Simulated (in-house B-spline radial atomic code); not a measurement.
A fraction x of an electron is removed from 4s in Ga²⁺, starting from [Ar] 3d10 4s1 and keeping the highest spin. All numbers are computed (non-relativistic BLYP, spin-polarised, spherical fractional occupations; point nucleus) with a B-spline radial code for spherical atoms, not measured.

```tsv
x	E(x) - E(0) (eV)	4s up level (eV)
0	0.0000	-26.312
0.04	1.0604	-26.707
0.22	6.0279	-28.490
0.28	7.7552	-29.087
0.48	13.7725	-31.088
0.5	14.3963	-31.289
0.61	17.8989	-32.396
0.73	21.8592	-33.610
0.85	25.9658	-34.834
0.94	29.1426	-35.763
1	31.3071	-
```

The exact functional would give a straight line between the two integer points. Deviations E(x) - E(0) - x[E(1) - E(0)], in eV: -0.192 at x = 0.04, -0.86 at x = 0.22, -1.011 at x = 0.28, -1.255 at x = 0.48, -1.257 at x = 0.5, -1.198 at x = 0.61, -0.995 at x = 0.73, -0.645 at x = 0.85, -0.286 at x = 0.94.

The curve lies below the straight line by up to 1.257 eV (at x = 0.5): convex, the delocalisation error that favours fractional charges.

How well does Slater's transition state (minus the level at half occupation) give the ionisation energy?

It gives 31.289 eV against 31.307 eV from the two total energies; NIST lists 30.73 eV, ground level to ground level.
